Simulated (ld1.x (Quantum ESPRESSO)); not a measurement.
**arsenic: variants of one ultrasoft potential**

Base potential:

```json
{
  "Element": "arsenic",
  "Generator": "ld1.x (Quantum ESPRESSO) 7.5",
  "Type": "ultrasoft",
  "Functional": "PBE",
  "Relativity": "scalar-relativistic",
  "Frozen core": "[Ar] 3d10",
  "Valence charge": "5",
  "Reference configuration": "4s2 4p3",
  "Partial waves": "4s (bound): rcut 1.45, rcutus 1.80 bohr; 4s channel at 3.6 Ry: rcut 1.45, rcutus 1.80 bohr; 4p (bound): rcut 1.55, rcutus 1.85 bohr; 4p channel at 2.2 Ry: rcut 1.55, rcutus 1.85 bohr; 4d channel at 0.05 Ry: rcut 1.75, rcutus 1.95 bohr; 4d channel at 1.45 Ry: rcut 1.75, rcutus 1.95 bohr",
  "Local potential": "all-electron potential smoothed inside 1.70 bohr (lloc = -1)",
  "Core correction": "none",
  "Augmentation charge": "PSQ, inside the norm-conserving radii"
}
```

All-electron outer shells of the reference configuration (PBE, scalar-relativistic, ld1.x):

```
shell  level (eV)  outermost node (bohr)  outermost maximum (bohr)
   3p     -133.68                   0.22                      0.52
   3d      -40.65                      –                      0.47
   4s      -14.49                   0.73                      1.61
   4p       -5.19                   0.78                      2.00
```

Cutoffs, loose and tight: the cutoffs (Ry, on a coarse ladder) from which the occupation-weighted sum of valence levels, in a spherical-Bessel basis at the reference potential, stays within 10 and 1 mRy of its value at 400 Ry. They do not see the model core or the augmentation charge, which bear on the density cutoff. Test errors are all-electron minus pseudo excitation energies from the reference, over the configurations 4s2 4p2; 4s2 4p1; 4s2 4p0; 4s1 4p3; 4s1 4p4; 4s2 4p3.3; 4s1 4p0. A dash means not determined; rows that change the core or the reference have their own tests.

| change | outcome | cutoff, loose | cutoff, tight | bound ghosts | largest test error (meV) |
| --- | --- | --- | --- | --- | --- |
| base | generated | 10 Ry | 18 Ry | none | -50 |
| core correction a·sin(br)/r model core inside 0.72 bohr | generated | 10 Ry | 18 Ry | none | -470 |
| core correction a·sin(br)/r model core inside 0.92 bohr | generated | 10 Ry | 18 Ry | none | -466 |
| core correction a·sin(br)/r model core inside 1.12 bohr | generated | 10 Ry | 18 Ry | none | -452 |
| core correction a·sin(br)/r model core inside 1.30 bohr | generated | 10 Ry | 18 Ry | none | -421 |
| core correction a·sin(br)/r model core inside 1.54 bohr | generated | 10 Ry | 18 Ry | none | -446 |
| core correction a·sin(br)/r model core inside 1.70 bohr | generated | 10 Ry | 18 Ry | none | -447 |
| core correction a·sin(br)/r model core inside 2.00 bohr | generated | 10 Ry | 18 Ry | none | -322 |

Question: What comes out with this change to the base: core correction a·sin(br)/r model core inside 2.20 bohr?

Answer: outcome: generated; cutoff, loose: 10 Ry; cutoff, tight: 18 Ry; bound ghosts: none; largest test error (meV): -235.
